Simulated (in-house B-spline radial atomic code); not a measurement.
Ionising Pb3+ with different functionals

Computed with a radial B-spline atomic code at the basis-set limit: scalar-relativistic (spin-free X2C) Hamiltonian, Fermi nucleus of rms radius 5.5012 fm, spin-polarised at highest spin, spherical fractional occupations for the functionals, and exact exchange of hybrids averaged over the configuration. The ionisation energy is the difference of two self-consistent energies, [Xe] 4f14 5d10 6s1 → [Xe] 4f14 5d10, without Breit or QED terms; ε is the level of the shell that loses the electron (its least bound occupied spin orbital). There is no spin-orbit coupling in this Hamiltonian.

```json
{"method": "PBE0", "rung": "global hybrid", "ΔSCF (eV)": "42.49", "-ε(6s) (eV)": "38.84"}
{"method": "B3LYP", "rung": "global hybrid", "ΔSCF (eV)": "42.85", "-ε(6s) (eV)": "38.83"}
{"method": "TPSSh", "rung": "global hybrid", "ΔSCF (eV)": "42.39", "-ε(6s) (eV)": "38.07"}
{"method": "BHandHLYP", "rung": "global hybrid", "ΔSCF (eV)": "42.25", "-ε(6s) (eV)": "39.79"}
{"method": "r2SCAN0", "rung": "global hybrid", "ΔSCF (eV)": "?", "-ε(6s) (eV)": "?"}
{"method": "B97-1", "rung": "global hybrid", "ΔSCF (eV)": "42.36", "-ε(6s) (eV)": "38.44"}
{"method": "HSE06", "rung": "range-separated hybrid", "ΔSCF (eV)": "42.50", "-ε(6s) (eV)": "38.44"}
{"method": "wB97X", "rung": "range-separated hybrid", "ΔSCF (eV)": "?", "-ε(6s) (eV)": "?"}
{"method": "CAM-B3LYP", "rung": "range-separated hybrid", "ΔSCF (eV)": "42.75", "-ε(6s) (eV)": "40.39"}
{"method": "LC-wPBE", "rung": "range-separated hybrid", "ΔSCF (eV)": "42.33", "-ε(6s) (eV)": "41.54"}
```

Question: What does r2SCAN0 give?

Answer: ΔSCF 42.40 eV, and -ε(6s) = 39.11 eV.

Question: What does wB97X give?

Answer: ΔSCF 41.97 eV, and -ε(6s) = 40.88 eV.

Question: Among the functionals, which spreads more, the ΔSCF values or the orbital energies?

Answer: The orbital energies: ΔSCF values span about 0.88 eV and the orbital energies 3.47 eV.

Question: How do they compare with the NIST value?

Answer: NIST lists 42.333 eV (measured, ground level to ground level). Errors run from -0.36 to +0.52 eV; LC-wPBE is closest (-0.00 eV), but part of that can be cancellation, since the calculations leave out Breit-QED terms.
